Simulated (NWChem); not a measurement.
Species: CH$_{3}$F$_{2}$SV; SMILES [F][V]([CH3])(=[S])[F]

Program: NWChem. Pople sets run with spherical d functions. Medium grid unless said otherwise, to which SCAN and Minnesota functionals are sensitive. Coordinates come from a PBE0/def2-SVP optimisation. Not confirmed as a minimum by frequencies.

For level M06-2X/6-31G*:

* **highest occupied level (eV)**: -9.39
* **orbital gap (eV)**: 7.28
* **dipole (D)**: 2.20

### Question
How do the values read with level PBE/6-31G* instead?

### Answer
| Property | Result |
|---|---|
| highest occupied level (eV) | -6.96 |
| orbital gap (eV) | 2.73 |
| dipole (D) | 1.82 |
